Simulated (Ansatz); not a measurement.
`O[Si](O)(Cl)[SiH](Cl)Cl` + `O[SiH](O)C[SiH2]Cl` → `O[Si](O)(Cl)C[SiH2]Cl` + `O[SiH](O)[SiH](Cl)Cl`  (redistribution)

Calculated with Ansatz (gas phase, PBE0-D4/def2-TZVP geometries, no zero-point term in ΔE). CCSD(T)/CBS adds triple-zeta CCSD(T) − MP2 to the extrapolated MP2 energy (def2 sets, frozen cores). Functionals use def2-TZVPP. Each species was taken in one conformer, which may not be the lowest.

```tsv
level	ΔE (kJ/mol)
r2SCAN-D4	-0.3
PBE0-D4	-0.6
```

What does CCSD(T)/CBS give? (Estimate.)

Computed: -0.6 kJ/mol. The listed levels differ from it by 0.3, 0.0 kJ/mol.

Largest T1 diagnostic among the species: 0.011.
